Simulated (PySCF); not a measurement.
## Frontier levels across methods

FH5N2Si.
SMILES with atom numbers: `[NH2:1][SiH:2]([NH2:3])[F:4]` (hydrogens: H5, H6 on N1; H7 on Si2; H8, H9 on N3)

Geometry (PBE0-D3(BJ)/def2-SVP, Å), atoms numbered from 1 in this order:
```
atom  x, y, z in Å
N1    -1.4003    0.3878    0.4673
Si2   -0.0632   -0.5562   -0.0098
N3     1.3022    0.4742   -0.0704
F4    -0.1323   -1.1886   -1.5122
H5    -1.5854    1.2888    0.0421
H6    -2.2382   -0.0388    0.8431
H7    -0.0537   -1.7459    0.8848
H8     1.5455    1.0596    0.7189
H9     2.1131    0.2238   -0.6229
```

Basis pcSseg-2 throughout (PySCF), one geometry. The structure is a single PBE0-D3(BJ)/def2-SVP conformer in the gas phase; no vibrational or solvent corrections.

How do the orbital energies, the gap and the dipole change with the method?

```
   method                    kind  HOMO (eV)  LUMO (eV)  gap (eV)  μ (D)  SCF cycles
     BLYP                     GGA      -6.17      -0.31      5.86   2.00          14
     OPBE                     GGA      -6.22      -0.14      6.08   2.01          14
    B97-D                     GGA      -6.27      -0.13      6.14   1.98          14
      PBE                     GGA      -6.28      -0.27      6.02   2.01          14
      KT3                     GGA      -6.37      -0.48      5.88   2.00          15
      KT2                     GGA      -6.38      -0.31      6.08   2.01          15
     BP86                     GGA      -6.39      -0.15      6.24   2.00          14
      LDA                     LDA      -6.44      -0.33      6.11   2.07          14
    B97-2           global hybrid      -7.46       0.51      7.97   2.03          13
    B3LYP           global hybrid      -7.50       0.14      7.64   2.03          13
     PBE0           global hybrid      -7.74       0.48      8.23   2.05          12
 mPW1PW91           global hybrid      -7.77       0.48      8.25   2.05          12
BHandHLYP           global hybrid      -9.12       0.99     10.11   2.07          12
CAM-B3LYP  range-separated hybrid      -9.21       1.15     10.35   2.05          12
  wB97X-D  range-separated hybrid      -9.67       2.21     11.88   2.04          13
  LC-wPBE  range-separated hybrid     -10.63       2.35     12.98   2.04          14
       HF            Hartree–Fock     -11.32       2.67     14.00   2.09          10
```

The HOMO spans 5.15 eV, from BLYP down to HF, and the gap runs from 5.86 eV (BLYP) to 14.00 eV (HF). Over the methods BLYP (0 %), OPBE (0 %), B97-D (0 %), PBE (0 %), KT3 (0 %), KT2 (0 %), BP86 (0 %), LDA (0 %), B97-2 (21 %), B3LYP (20 %), PBE0 (25 %), mPW1PW91 (25 %), BHandHLYP (50 %), HF (100 %), a straight line through the gap against the share of exact exchange rises by 0.80 eV for each 10 % (correlation coefficient 0.998). The dipole ranges from 1.98 D (B97-D) to 2.09 D (HF). This basis has no diffuse functions.

The vertical ΔSCF ionisation energy at B3LYP/def2-SVPD is 9.99 eV; −ε(HOMO) comes closest to it with wB97X-D (9.67 eV).
